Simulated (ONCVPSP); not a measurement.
**Configuration tests for P (ONCV)**

P, optimised norm-conserving Vanderbilt (ONCV), made with ONCVPSP 4.0.1 (PBEsol, scalar-relativistic). Core [Ne], reference 3s2 3p1 (charge +2). Waves: 3s: rc 1.40 bohr, ncon 4, nbas 8, qcut 5 1/bohr, 2 projectors, debl 1.6 Ha; 3p: rc 1.25 bohr, ncon 3, nbas 6, qcut 5.9 1/bohr, 2 projectors, debl 1.7 Ha; d scattering state at 0.06 Ha: rc 1.05 bohr, ncon 4, nbas 9, qcut 7.8 1/bohr, 2 projectors, debl 3.6 Ha. Local part: polynomial inside 0.70 bohr (lpopt 5, dvloc0 2 Ha). Core correction: Teter function, fcfact 1.75, rcfact 1.2.

Energies are relative to the spin-unpolarised reference configuration 3s2 3p1; without spin polarisation the order of configurations can differ from experiment.

| valence configuration | charge | ΔE all-electron (eV) | error AE − PS (meV) |
| --- | --- | --- | --- |
| 3s2 3p3 | 0 | -28.810 | +9.0 |
| 3s2 3p0 | +3 | 29.706 | +3.3 |
| 3s1 3p4 | 0 | -20.301 | +7.9 |

(1) What are ΔE and the potential's error for 3s2 3p2?

Note: no bound ghost flagged; GHOST(+) flagged for s at 28.5 eV.

## Answers

(1) ΔE = -19.112 eV all-electron; the error (AE − PS) is +5.2 meV.
